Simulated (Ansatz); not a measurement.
Method: frozen-core CCSD(T)/def2-TZVPP // PBE-D3(BJ)/def2-SVP in Ansatz (a quantum-chemistry and plane-wave program).

Ansatz 0.2 input:
```yaml
crystal:
  periodic: [false, false, false]
  atoms:
    - { symbol: Y, position_ang: [0.118843, 0.075313, -0.242996] }
    - { symbol: Cl, position_ang: [0.503312, -1.945808, -1.654706] }
    - { symbol: N, position_ang: [1.501774, 0.692905, 1.260974] }
    - { symbol: H, position_ang: [1.418115, 1.512335, 1.879052] }
    - { symbol: H, position_ang: [2.389711, 0.241489, 1.521345] }
    - { symbol: N, position_ang: [-1.606474, 1.311149, -0.470628] }
    - { symbol: H, position_ang: [-2.3823, 1.190305, -1.136562] }
    - { symbol: H, position_ang: [-1.83444, 2.159802, 0.066319] }
basis:
  gaussian: { orbitals: def2-TZVPP }
correlation:
  method: ccsd_t
```

Output:

```
Functional definition: HF
1323 factors; integrals over basis functions are off by at most 1.2e-3 eV
mean field evaluation 1: about -16560.7204 eV, gradient 5.8e1 eV
mean field evaluation 2: about -16560.7885 eV, gradient 5.8e1 eV
mean field evaluation 4: about -16567.6858 eV, gradient 3.0e0 eV
mean field evaluation 8: about -16567.7540 eV, gradient 3.1e-1 eV
mean field evaluation 16: about -16567.7546 eV, gradient 1.5e-6 eV
mean field -16567.75463857 eV, -608.8537529401 hartree, gradient 1.5e-6 eV, S^2 0.000000; 0 other end points of the search recorded, 0 dependent functions left out
7 core orbitals not correlated
reference -16567.75463857 eV, -608.8537529401 hartree; 16, 16 occupied and 193, 193 virtual orbitals, 1323 factors
second order -24.09301627 eV of doubles, -0.00000000 eV of singles
cycle   1  -24.35894694 eV  change   -2.7e-1 eV  update   1.0e-1
cycle   2  -24.82048507 eV  change   -4.6e-1 eV  update   3.2e-2
cycle   3  -24.95724385 eV  change   -1.4e-1 eV  update   1.8e-2
cycle   4  -24.94774028 eV  change    9.5e-3 eV  update   5.0e-3
cycle   5  -24.94535506 eV  change    2.4e-3 eV  update   2.4e-3
cycle   6  -24.94602634 eV  change   -6.7e-4 eV  update   7.3e-4
cycle   7  -24.94576859 eV  change    2.6e-4 eV  update   2.8e-4
cycle   8  -24.94570988 eV  change    5.9e-5 eV  update   8.4e-5
cycle   9  -24.94574251 eV  change   -3.3e-5 eV  update   3.0e-5
perturbative correction -0.97392648 eV, -0.0357911381 hartree
Total energy: -16593.67430757 eV, -609.8062832068 hartree
```

Cost: about 4 core-minutes (a rough figure).
